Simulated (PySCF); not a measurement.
**Atomic charges by several schemes**

Compound: C₅H₁₁OP.
Numbering: `[CH3:1][CH2:2][C@H:3]1[CH2:4][P@H:5](=[O:6])[CH2:7]1` (hydrogens: H8, H9, H10 on C1; H11, H12 on C2; H13 on C3; H14, H15 on C4; H16 on P5; H17, H18 on C7)

Geometry (GFN2-xTB, Å), atoms numbered from 1 in this order:
```
atom  x, y, z in Å
C1     2.222    0.747   -0.328
C2     1.101   -0.133    0.214
C3     0.038   -0.436   -0.836
C4    -1.050   -1.391   -0.289
P5    -2.177    0.043   -0.029
O6    -3.587    0.008   -0.414
C7    -0.880    0.779   -1.111
H8     2.957    0.944    0.448
H9     1.837    1.702   -0.681
H10    2.722    0.255   -1.159
H11    0.630    0.355    1.070
H12    1.531   -1.076    0.562
H13    0.524   -0.818   -1.737
H14   -0.751   -2.007    0.555
H15   -1.468   -2.032   -1.068
H16   -1.953    0.513    1.264
H17   -0.463    1.751   -0.862
H18   -1.243    0.802   -2.139
```

Density: PBE0/pcSseg-1 (PySCF); schemes: Mulliken, IAO, Hirshfeld and ESP-fitted. One conformer (not necessarily the lowest) at the GFN2-xTB geometry, without solvent, vibrations or thermal averaging.

Q: Atoms with like bonding are taken together and averaged. At which atom do the 4 schemes differ most?

A: At P5: from +0.412 (Hirshfeld) to +1.396 e (IAO), 0.984 e apart.

Q: Which atoms carry the highest charge in the Mulliken, IAO, Hirshfeld and ESP-fitted schemes?

A: All schemes agree: Mulliken P5 (+0.841); IAO P5 (+1.396); Hirshfeld P5 (+0.412); ESP-fitted P5 (+0.936).

Q: Tabulate the Mulliken, IAO, Hirshfeld and ESP-fitted charges.

A: In e; atoms taken as equivalent share a row and are averaged (×n: the atom named and its like, n in all):

| atom | environment | Mulliken | IAO | Hirshfeld | ESP-fitted |
| --- | --- | --- | --- | --- | --- |
| C1 | methyl carbon | -0.255 | -0.417 | -0.116 | -0.308 |
| C2 | chain CH2 carbon | -0.212 | -0.247 | -0.066 | -0.007 |
| C3 | four-membered-ring carbon | -0.350 | -0.102 | -0.021 | +0.292 |
| C4/C7 | sp3 carbon bound to phosphorus | -0.399 | -0.539 | -0.119 | -0.587 |
| P5 | phosphoryl phosphorus | +0.841 | +1.396 | +0.412 | +0.936 |
| O6 | phosphoryl oxygen | -0.589 | -0.892 | -0.402 | -0.648 |
| H8/H9/H10 | methyl hydrogen | +0.114 | +0.140 | +0.041 | +0.082 |
| H11/H12 | methylene hydrogen | +0.117 | +0.129 | +0.037 | +0.030 |
| H13 | methine hydrogen | +0.134 | +0.134 | +0.040 | +0.011 |
| H14/H17 | methylene hydrogen | +0.152 | +0.149 | +0.045 | +0.146 |
| H15/H18 | methylene hydrogen | +0.164 | +0.165 | +0.053 | +0.184 |
| H16 | P–H hydrogen | +0.019 | -0.098 | -0.003 | -0.068 |

Mean size of the charges over all atoms: IAO 0.315 e, ESP-fitted 0.245 e, Mulliken 0.245 e, Hirshfeld 0.094 e. Each set sums to the total charge, 0, to within 0.001 e. The IAO scheme counts the electrons in orthogonalised intrinsic atomic orbitals, a minimal basis polarised so that it spans the occupied orbitals exactly.

Some averages cover members that differ in this geometry: H14/H17, ESP-fitted +0.126 to +0.166; C4/C7, ESP-fitted -0.606 to -0.569 e.

Q: How many electrons does the Hirshfeld scheme count on C2?

A: Z − q = 6 − (-0.066) = 6.066.

Q: Sum the charges by element, for elements with more than one atom.

A: 
```tsv
element	atoms	Mulliken	IAO	Hirshfeld	ESP-fitted
C	5	-1.615	-1.844	-0.439	-1.197
H	11	+1.363	+1.340	+0.430	+0.909
```

Q: How closely do the schemes follow one another over all atoms?

A: Correlation coefficient and root-mean-square difference: IAO with Hirshfeld 0.97, 0.316 e; Mulliken with IAO 0.97, 0.174 e; IAO with ESP-fitted 0.94, 0.175 e; Mulliken with Hirshfeld 0.93, 0.184 e; Hirshfeld with ESP-fitted 0.90, 0.233 e; Mulliken with ESP-fitted 0.86, 0.180 e.
